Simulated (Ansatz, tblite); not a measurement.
Breaking a bond: SMILES CO[Si](C)(OC)OC (C4H12O3Si). The C1–H20 bond (C1 also carries H, H, O; H20 carries nothing else) is pulled apart rigidly from the PBE0/def2-SVP optimised geometry. Each curve is given relative to its own lowest point near equilibrium.

```json
[
 {"R / Å": "0.91", "A": "17.7", "B": "22.2", "C": "21.1", "D": "22.2"},
 {"R / Å": "0.97", "A": "6.8", "B": "9.7", "C": "8.8", "D": "9.7"},
 {"R / Å": "1.03", "A": "1.5", "B": "2.8", "C": "2.4", "D": "2.8"},
 {"R / Å": "1.08", "A": "0.0", "B": "0.4", "C": "0.2", "D": "0.4"},
 {"R / Å": "1.10", "A": "0.0", "B": "0.0", "C": "0.0", "D": "0.0"},
 {"R / Å": "1.14", "A": "0.7", "B": "0.2", "C": "0.5", "D": "0.2"},
 {"R / Å": "1.17", "A": "1.8", "B": "0.9", "C": "1.5", "D": "0.9"},
 {"R / Å": "1.25", "A": "6.4", "B": "5.0", "C": "6.2", "D": "5.0"},
 {"R / Å": "1.32", "A": "11.8", "B": "10.2", "C": "11.9", "D": "10.2"},
 {"R / Å": "1.44", "A": "22.2", "B": "20.8", "C": "23.7", "D": "20.8"},
 {"R / Å": "1.60", "A": "37.4", "B": "36.2", "C": "40.6", "D": "36.2"},
 {"R / Å": "1.81", "A": "56.7", "B": "55.3", "C": "61.9", "D": "55.3"},
 {"R / Å": "2.06", "A": "76.6", "B": "74.8", "C": "83.9", "D": "74.8"},
 {"R / Å": "2.32", "A": "93.0", "B": "90.2", "C": "102.6", "D": "91.0"},
 {"R / Å": "2.70", "A": "109.6", "B": "100.1", "C": "123.1", "D": "108.3"},
 {"R / Å": "3.18", "A": "120.6", "B": "103.6", "C": "140.1", "D": "121.9"}
]
```

Energies in kcal/mol.

### Question
Which curve belongs to which method? The methods are GFN2-xTB, 300 K electronic temperature (tblite 0.5.0); Ansatz (a program for electronic structure) with restricted PBE/def2-SVP; restricted PBE0/def2-SVP in Ansatz; Ansatz with unrestricted PBE/def2-SVP.

### Answer
A is GFN2-xTB; B is UKS-PBE; C is RKS-PBE0; D is RKS-PBE.

The unrestricted solution behind UKS-PBE changes between 2.32 and 2.70 Å, which can leave a kink. The unrestricted determinant behind UKS-PBE is spin-contaminated at 2.32 to 3.18 Å (<S²> up to 1.0, against 0.00 for a pure singlet). The restricted form behind RKS-PBE0, RKS-PBE keeps the bonding electrons paired and can't separate into open-shell fragments.
